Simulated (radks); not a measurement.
Results of a calculation; reference values are marked as such.
Species: Lu7+. Configuration: [Kr] 4d10 4f13 5s2 5p3.

Level of theory: scalar-relativistic Kohn-Sham, SCAN, spin-polarised, spherical densities, finite nucleus; open shells are filled with parallel spins first (spin-orbit coupling, left out, can overturn this in heavy ions); meta-GGA in the generalised Kohn-Sham scheme; Fermi nuclear charge, rms radius 5.37 fm (a radial shooting solver on a logarithmic mesh with Libxc functionals).

Energy parts (eV):
| part | energy |
|---|---|
| total | -395914.15 |
| kinetic | 432547.01 |
| electron-nucleus | -968816.73 |
| Hartree | 148461.15 |
| exchange-correlation | -8105.59 |

Orbitals (lengths in bohr, moments of r in powers of bohr; r(90%) holds 90 % of the orbital's charge):
orbital,occ.,eigenvalue (eV),<1/r>,<r^2>,r(90%)
1s up,1,-63418.88,82.19,0.0005123,0.0351
1s down,1,-63418.55,82.19,0.0005123,0.0351
2s up,1,-10909.11,19.20,0.007913,0.127
2s down,1,-10908.90,19.20,0.007913,0.127
2p up,3,-9606.711,17.56,0.006494,0.119
2p down,3,-9606.390,17.56,0.006494,0.119
3s up,1,-2565.454,7.105,0.05156,0.311
3s down,1,-2564.719,7.106,0.05154,0.311
3p up,3,-2172.011,6.594,0.05220,0.317
3p down,3,-2171.180,6.595,0.05218,0.317
3d up,5,-1699.176,6.233,0.04349,0.299
3d down,5,-1698.390,6.234,0.04347,0.299
4s up,1,-600.9925,3.000,0.2571,0.685
4s down,1,-599.4092,2.996,0.2574,0.685
4p up,3,-471.1323,2.738,0.2919,0.736
4p down,3,-469.6174,2.735,0.2920,0.736
4d up,5,-301.2195,2.427,0.3449,0.819
4d down,5,-299.5144,2.428,0.3437,0.817
4f up,7,-114.3052,1.915,0.5435,1.10
4f down,6,-111.8535,1.929,0.5304,1.08
5s up,1,-161.3273,1.197,1.368,1.57
5s down,1,-156.1990,1.209,1.353,1.57
5p up,3,-127.4658,1.053,1.718,1.77

The highest occupied level is 4f down at -111.85 eV. The electron density at the nucleus is 1.176e+06 e/bohr^3 (large components only). For comparison, the ionisation energy in NIST's Atomic Spectra Database is 136 eV (theoretical). In exact Kohn-Sham theory the highest level is minus the ionisation energy, but local and semilocal functionals leave it too shallow, through self-interaction and a potential that decays too fast; potentials with the right tail come closer. The spin density at the nucleus is -10.31 e/bohr^3 (1s -1.89, 2s 0.25, 3s -1.46, 4s 11.60, 5s -18.80). Summed over all electrons, <r^2> = 21.48 bohr^2, which gives a Langevin (diamagnetic) susceptibility term of -17 x 10^-6 cm^3/mol.

Empty levels of this run are not shown, since the potential may be unsettled where no density lies.
